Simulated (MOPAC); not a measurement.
Input file for MOPAC: AM1 on BrHSSn (SMILES [SH][Sn][Br]), a point of a torsion scan.

```
AM1 1SCF PRECISE CHARGE=0 THREADS=1
BrHSSn

S     -1.41770216 1     0.32717781 1     0.47191310 1
Sn     0.76011879 1     1.20257654 1    -0.27807858 1
Br     1.81911313 1    -0.96986075 1    -1.05040940 1
H     -1.50880847 1    -0.69941772 1    -0.36092458 1
```

It printed:

```
*******************************************************************************
 **                                                                           **
 **                              MOPAC v23.2.5                                **
 **                                                                           **
 *******************************************************************************
 ** MOPAC's Digital Object Identifier: https://doi.org/10.5281/zenodo.6511958 **
 **                                                                           **
 ** Please cite the open-source release paper for use of this MOPAC version:  **
 ** J. E. Moussa and J. J. P. Stewart (2026)                                  **
 ** MOPAC: An open-source semiempirical molecular orbital program             **
 ** J. Open Source Softw., 11(119), 8025, https://doi.org/10.21105/joss.08025 **
 *******************************************************************************

                              AM1 CALCULATION RESULTS

 *******************************************************************************
 *  AM1        - The AM1 Hamiltonian to be used
 *
 *
 *
 *                 CHARGE ON SYSTEM = 0
 *
 *
 *
 *  PRECISE    - TIGHTER CRITERIA TO BE USED
 *  1SCF       - DO 1 SCF AND THEN STOP
 *  THREADS=1  - MULTI-THREADING NOT USED
 *  T=         - A TIME OF 172800.0 SECONDS REQUESTED
 *  DUMP=N     - RESTART FILE WRITTEN EVERY 7200.0 SECONDS REQUESTED
 *******************************************************************************
AM1 1SCF PRECISE CHARGE=0 THREADS=1
 BrHSSn

   ATOM   CHEMICAL          X               Y               Z
  NUMBER   SYMBOL      (ANGSTROMS)     (ANGSTROMS)     (ANGSTROMS)

     1       S         -1.41770216  *   0.32717781  *   0.47191310  *
     2      Sn          0.76011879  *   1.20257654  *  -0.27807858  *
     3      Br          1.81911313  *  -0.96986075  *  -1.05040940  *
     4       H         -1.50880847  *  -0.69941772  *  -0.36092458  *



          CARTESIAN COORDINATES

    NO.       ATOM           X           Y           Z

     1         S         -1.4177      0.3272      0.4719
     2        Sn          0.7601      1.2026     -0.2781
     3        Br          1.8191     -0.9699     -1.0504
     4         H         -1.5088     -0.6994     -0.3609

  H: (AM1): M.J.S. DEWAR ET AL, J. AM. CHEM. SOC. 107 3902-3909 (1985)
  S: (AM1): M.J.S. DEWAR, Y-C YUAN, INORGANIC CHEMISTRY, 29, 3881:3890,  (1990)
 Br: (AM1): M.J.S. DEWAR AND E. G. ZOEBISCH, THEOCHEM, 180, 1 (1988).
 Sn: (AM1): J. J. P. STEWART, J. MOL. MOD., 10, 155-164 (2004)

           Empirical Formula: H S Sn Br  =     4 atoms



      MOLECULAR POINT GROUP   :   C1


      RHF CALCULATION, NO. OF DOUBLY OCCUPIED LEVELS = 9


 -------------------------------------------------------------------------------
 AM1 1SCF PRECISE CHARGE=0 THREADS=1
 BrHSSn



     1SCF WAS SPECIFIED, SO BFGS WAS NOT USED
     SCF FIELD WAS ACHIEVED


                              AM1 CALCULATION
                                                       MOPAC v23.2.5 Linux




          FINAL HEAT OF FORMATION =        -20.19149 KCAL/MOL =     -84.48121 KJ/MOL


          COSMO AREA              =        132.13 SQUARE ANGSTROMS
          COSMO VOLUME            =        127.19 CUBIC ANGSTROMS

          IONIZATION POTENTIAL    =          9.318831 EV
          HOMO LUMO ENERGIES (EV) =         -9.319 -2.075
          NO. OF FILLED LEVELS    =          9
          MOLECULAR WEIGHT        =        231.6619         POINT GROUP:  C1

          MOLECULAR DIMENSIONS (Angstroms)

            Atom       Atom       Distance
           Br     3    S     1     3.80483
            H     4   Sn     2     2.68575
            S     1    H     4     0.39251


          SCF CALCULATIONS        =          1





   ATOM   CHEMICAL          X               Y               Z
  NUMBER   SYMBOL      (ANGSTROMS)     (ANGSTROMS)     (ANGSTROMS)

     1       S         -1.41770216  *   0.32717781  *   0.47191310  *
     2      Sn          0.76011879  *   1.20257654  *  -0.27807858  *
     3      Br          1.81911313  *  -0.96986075  *  -1.05040940  *
     4       H         -1.50880847  *  -0.69941772  *  -0.36092458  *

                             CARTESIAN COORDINATES

   1    S       -1.417702160     0.327177810     0.471913100
   2   Sn        0.760118790     1.202576540    -0.278078580
   3   Br        1.819113130    -0.969860750    -1.050409400
   4    H       -1.508808470    -0.699417720    -0.360924580


           Empirical Formula: H S Sn Br  =     4 atoms



      MOLECULAR POINT GROUP   :   C1


                  EIGENVALUES
 -30.46234 -19.32886 -16.05609 -13.59241 -11.51867 -11.18878 -10.72685  -9.75876
  -9.31883  -2.07496  -1.56593  -1.07464   1.61618


              NET ATOMIC CHARGES AND DIPOLE CONTRIBUTIONS

  ATOM NO.   TYPE          CHARGE      No. of ELECS.   s-Pop       p-Pop
    1          S          -0.438778        6.4388     1.90883     4.52995
    2         Sn           0.692602        3.3074     1.97195     1.33545
    3         Br          -0.359125        7.3591     1.95266     5.40646
    4          H           0.105301        0.8947     0.89470
 DIPOLE           X         Y         Z       TOTAL
 POINT-CHG.     1.616     4.630    -0.290     4.913
 HYBRID        -0.525    -1.971    -0.642     2.138
 SUM            1.091     2.659    -0.932     3.022


          ATOMIC ORBITAL ELECTRON POPULATIONS

     Atom    s        px        py        pz
    1  S   1.90883   1.60988   1.40919   1.51088
    2 Sn   1.97195   0.50948   0.52401   0.30196
    3 Br   1.95266   1.86159   1.67476   1.87011
    4  H   0.89470

 **********************
 *                    *
 * JOB ENDED NORMALLY *
 *                    *
 **********************




 == MOPAC DONE ==
```

The run finished.

Cost: around 0.010 core-seconds (rough).
